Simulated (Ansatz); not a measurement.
Program: Ansatz. Geometries: PBE0-D4/def2-TZVP. ΔE: electronic, gas phase. CBS: MP2 limit from def2 TZ/QZ plus the TZ coupled-cluster correction, frozen cores. Functionals use def2-TZVPP. One conformer a species, not always the lowest.

Consider the cleavage of the Si–Si bond: `O[SiH](O)[SiH2][SiH3]` + `N[SiH](Cl)Cl` → `O[SiH](O)N[SiH](Cl)Cl` + `[SiH3][SiH3]`.

| level | ΔE (kcal/mol) |
| --- | --- |
| PBE-D4 | -15.4 |
| PBE0 | -16.8 |

Question: What does CCSD(T)/CBS give? (Estimate.)

Answer: Computed: -20.8 kcal/mol. The listed levels differ from it by 5.4, 4.0 kcal/mol.

Largest T1 diagnostic among the species: 0.013.

From PBE to PBE0 (25 % exact exchange), in def2-TZVPP and without D4, ΔE moves by −2.2 kcal/mol. The D4 term adds −1.2 kcal/mol with B3LYP and −0.7 kcal/mol with PBE0; it sums over pairs of atoms, weighted by their polarisabilities, and B3LYP, whose exchange is more repulsive, gets the larger term. In def2-TZVPP, CCSD(T) changes the Hartree–Fock value by +2.9 kcal/mol (the triples alone add +0.5 kcal/mol) and MP2 by +1.7 kcal/mol.

B3LYP here is the variant with VWN-RPA as its local correlation; programs differ in this.
